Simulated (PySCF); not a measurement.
PySCF input file for phosphine (H3P), SMILES P, KT2/pcSseg-1. Geometry optimised at B3LYP-D3(BJ)/def2-TZVP.

```python
import numpy as np
from pyscf import gto, scf, dft
from pyscf.prop.nmr import rks as nmr

mol = gto.M(
    atom='''
    P     0.00000000   -0.00000000   -0.12823428
    H     1.03231230    0.59600578    0.64117138
    H    -0.00000001   -1.19201157    0.64117138
    H    -1.03231230    0.59600580    0.64117137
    ''',
    basis='pcSseg-1',
    charge=0,
    spin=0,
    max_memory=2000,
    verbose=3,
)
mf = dft.RKS(mol, xc='kt2')
mf.grids.level = 3
mf.conv_tol = 1e-10
mf.max_cycle = 100
mf.kernel()
n = nmr.NMR(mf)
n.verbose = 2
n.max_cycle_cphf = 60
sigma = n.kernel()
print('atom   isotropic/ppm   span/ppm')
for i, s in enumerate(sigma):
    w = np.linalg.eigvalsh((s + s.T) / 2)
    print(f'{mol.atom_symbol(i):2s}{i + 1:3d} {w.mean():14.3f} {w[2] - w[0]:11.3f}')
```

It prints:

```
converged SCF energy = -345.9408460208
atom   isotropic/ppm   span/ppm
P   1        597.613      63.091
H   2         29.456      11.602
H   3         29.456      11.602
H   4         29.456      11.602
```

The calculation finished and met its thresholds.

Cost: about 1.7 core-seconds (a rough figure).
